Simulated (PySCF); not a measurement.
Computed shifts of a molecule C3H7BO3, B3LYP/pcSseg-1 run with PySCF, GIAO, gas phase, equivalent atoms averaged, in ppm (number of nuclei): ¹³C: 149.7 (1), 125.6 (1), 73.3 (1). ¹H: 6.67 (1), 5.55 (2), 5.04 (1), 4.10 (1), 3.27 (2). References: ¹³C against TMS (σ = 181.3 ppm); ¹⁷O against H2O (σ = 333.8 ppm); ¹¹B against BF3 (σ = 86.3 ppm); ¹H against TMS (σ = 31.68 ppm), references at their B3LYP-D3(BJ)/def2-TZVP geometries, non-relativistic. Geometry: B3LYP-D3(BJ)/def2-SVP. The values are those of a single conformer.

Q: Pick the molecule that these values belong to.
(A) C=CCOB(O)O
(B) CO/C=C/B(O)O
(C) CC1OB(CO)O1
(D) CCC1OB(O)O1

A: A, C=CCOB(O)O
